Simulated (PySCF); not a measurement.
Input for PySCF:
```python
from pyscf import gto, scf, mp

mol = gto.M(
    atom='''
F     1.31800223    0.00739748    1.48618006
C     0.37902913   -0.50068481    0.73883781
C    -0.29049288   -0.06439612   -0.28868255
F    -0.15535228    1.13519605   -0.87886147
F    -1.22167412   -0.76587291   -0.90742210
''',
    basis='pc-2',
    spin=1,
    verbose=4,
)

mf = scf.UHF(mol)
mf.kernel()

pt = mp.MP2(mf, frozen=5)
pt.kernel()
print('E(MP2) = %.10f' % pt.e_tot)
```

### Question
What does this run give for the total energy, SCF-reference HOMO energy, SCF-reference dipole moment, SCF-reference Mulliken (on the basis functions themselves) charges in atom order?

### Answer

```json
{
 "total_energy": "-375.0460 Eh",
 "SCF-reference HOMO energy": "-11.35 eV",
 "SCF-reference dipole moment": "0.73 D",
 "SCF-reference Mulliken (on the basis functions themselves) charges in atom order": "F1 -0.32, C2 0.35, C3 0.65, F4 -0.35, F5 -0.34"
}
```

These values belong to the state on which the SCF converged, which isn't shown to be the lowest.

### Question
Roughly what does it cost on one core?

### Answer
very roughly 12 core-seconds.
